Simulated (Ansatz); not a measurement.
Two members of one family (GaP nanocrystals, H-capped) that differ in charge, which shifts all levels, computed with Ansatz in the gas phase. Levels of anions in sets without diffuse functions are rough. The structures are stationary points that may keep the symmetry of their start.

First: Ga4P4H14, cut from wurtzite (singlet, charge 0, PBE-D4/def2-SVP geometry).

| atom | x (Å) | y (Å) | z (Å) |
| --- | --- | --- | --- |
| Ga1 | 1.072 | 0.762 | -2.372 |
| P2 | -1.320 | 0.227 | -1.976 |
| Ga3 | 1.830 | -1.921 | 0.568 |
| P4 | 1.852 | 0.367 | -0.142 |
| P5 | -0.635 | -2.195 | 0.698 |
| Ga6 | -2.150 | -0.426 | 0.166 |
| Ga7 | 1.133 | 1.960 | 1.494 |
| P8 | -1.268 | 1.328 | 1.527 |
| H9 | 1.542 | -0.373 | -3.364 |
| H10 | 1.050 | 2.303 | -2.714 |
| H11 | -1.798 | -0.775 | -2.877 |
| H12 | -2.179 | 1.289 | -2.397 |
| H13 | 2.243 | -2.897 | -0.602 |
| H14 | 2.294 | -2.068 | 2.069 |
| H15 | 3.254 | 0.643 | -0.250 |
| H16 | -1.086 | -3.312 | -0.073 |
| H17 | -1.053 | -2.666 | 1.982 |
| H18 | -3.689 | -0.731 | 0.285 |
| H19 | 1.116 | 3.426 | 0.909 |
| H20 | 1.632 | 1.574 | 2.941 |
| H21 | -2.118 | 2.450 | 1.278 |
| H22 | -1.723 | 1.033 | 2.850 |

```
              level  HOMO (eV)  LUMO (eV)  gap (eV)
    PBE-D4/def2-SVP      -6.17      -1.58      4.59
   PBE-D4/def2-TZVP      -6.22      -1.84      4.38
r2SCAN-D4/def2-TZVP      -6.48      -1.69      4.79
   PBE0-D4/def2-SVP      -7.25      -0.82      6.44
  PBE0-D4/def2-TZVP      -7.28      -1.05      6.23
```

Second: Ga5P4H16⁻, cut from zinc blende (singlet, charge -1, PBE-D4/def2-SVP geometry).

```xyz
25

Ga    0.8744    2.8040   -0.3970
Ga   -2.6677    1.1627    0.5497
Ga   -0.4804   -0.4102   -2.5129
Ga    2.7520   -1.0898   -0.1190
Ga   -0.7893   -2.7333    0.8238
P    -0.9940    1.5010   -1.1259
P     2.1031    1.0720    0.7985
P    -1.6129   -0.6526    1.7872
P     0.6122   -1.8288   -0.8893
H     0.4607    3.9047    0.6749
H     1.8178    3.1923   -1.6149
H    -2.7820    2.3984    1.5450
H    -3.9797    0.5118   -0.0679
H     0.5860    0.0266   -3.6098
H    -1.8435   -1.0999   -2.9574
H     3.7117   -0.7336   -1.3347
H     3.2924   -1.9662    1.0935
H    -2.0815   -3.4241    0.2080
H     0.0458   -3.4724    1.9581
H    -1.6533    2.4069   -2.0223
H     3.2864    1.6813    1.3311
H     1.4556    0.8490    2.0561
H    -2.4952   -1.0023    2.8601
H    -0.5765   -0.0949    2.6041
H     0.9578   -3.0026   -1.6390
```

**Question.** What does the change do? Estimate second minus first.

**Answer.** 
| level | Δ HOMO (eV) | Δ LUMO (eV) | Δ gap (eV) |
| --- | --- | --- | --- |
| PBE-D4/def2-SVP | 3.26 | 3.25 | -0.01 |
| PBE-D4/def2-TZVP | 3.22 | 3.15 | -0.07 |
| r2SCAN-D4/def2-TZVP | 3.21 | 3.12 | -0.09 |
| PBE0-D4/def2-SVP | 3.24 | 3.25 | 0.00 |
| PBE0-D4/def2-TZVP | 3.21 | 3.11 | -0.10 |
